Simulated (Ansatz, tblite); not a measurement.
Removing and adding an electron: (H3Sn)2O (Sn₂OH₆). Charge 0, multiplicity 1. Geometry: PBE0-D4/def2-SVP. Ansatz, gas phase; energy differences of separate SCF runs; the oxidised species was run as a doublet alone; the reduced species was run as a doublet alone.

Cartesian coordinates in Å:
```
Sn -1.265 0.823 -0.995
H -1.297 0.383 -2.651
H -2.344 -0.147 -0.071
H -1.574 2.492 -0.769
O 0.577 0.507 -0.351
Sn 1.324 -0.771 0.958
H 0.993 -2.367 0.415
H 0.585 -0.483 2.482
H 3.001 -0.437 0.983
```

In the def2 sets Sn takes a core potential; there is no spin–orbit coupling. The xTB rows come from tblite.

```json
{"level": "GFN1-xTB", "−HOMO (eV)": "12.15", "vertical IE (eV)": "14.85", "−LUMO (eV)": "5.75", "vertical EA (eV)": "3.14", "HOMO–LUMO gap (eV)": "6.41", "IE − EA (eV)": "11.71", "remarks": "–"}
{"level": "GFN2-xTB", "−HOMO (eV)": "11.60", "vertical IE (eV)": "14.21", "−LUMO (eV)": "6.51", "vertical EA (eV)": "4.17", "HOMO–LUMO gap (eV)": "5.10", "IE − EA (eV)": "10.05", "remarks": "–"}
{"level": "PBE-D4/def2-TZVP", "−HOMO (eV)": "6.33", "vertical IE (eV)": "9.29", "−LUMO (eV)": "1.81", "vertical EA (eV)": "–", "HOMO–LUMO gap (eV)": "4.52", "IE − EA (eV)": "–", "remarks": "–"}
{"level": "PBE-D4/def2-TZVPD", "−HOMO (eV)": "6.37", "vertical IE (eV)": "–", "−LUMO (eV)": "1.87", "vertical EA (eV)": "-0.05", "HOMO–LUMO gap (eV)": "4.50", "IE − EA (eV)": "–", "remarks": "HOMO above zero (-1 doublet)"}
{"level": "r2SCAN-D4/def2-TZVP", "−HOMO (eV)": "6.66", "vertical IE (eV)": "9.42", "−LUMO (eV)": "1.48", "vertical EA (eV)": "–", "HOMO–LUMO gap (eV)": "5.17", "IE − EA (eV)": "–", "remarks": "–"}
{"level": "r2SCAN-D4/def2-TZVPD", "−HOMO (eV)": "6.68", "vertical IE (eV)": "–", "−LUMO (eV)": "1.52", "vertical EA (eV)": "-0.22", "HOMO–LUMO gap (eV)": "5.16", "IE − EA (eV)": "–", "remarks": "HOMO above zero (-1 doublet)"}
{"level": "PBE0-D4/def2-TZVP", "−HOMO (eV)": "7.80", "vertical IE (eV)": "9.58", "−LUMO (eV)": "0.99", "vertical EA (eV)": "–", "HOMO–LUMO gap (eV)": "6.81", "IE − EA (eV)": "–", "remarks": "–"}
{"level": "PBE0-D4/def2-TZVPD", "−HOMO (eV)": "7.82", "vertical IE (eV)": "–", "−LUMO (eV)": "1.05", "vertical EA (eV)": "-0.24", "HOMO–LUMO gap (eV)": "6.77", "IE − EA (eV)": "–", "remarks": "HOMO above zero (-1 doublet)"}
```

   A HOMO above zero means that the electron is unbound at that level or that self-interaction error raises the level; the energy of removing that electron tells which. Raw xTB energy differences between charge states are shifted by several eV; the methods need an empirical correction for them. A negative affinity means that the extra electron isn't bound; its size then hangs on the basis.
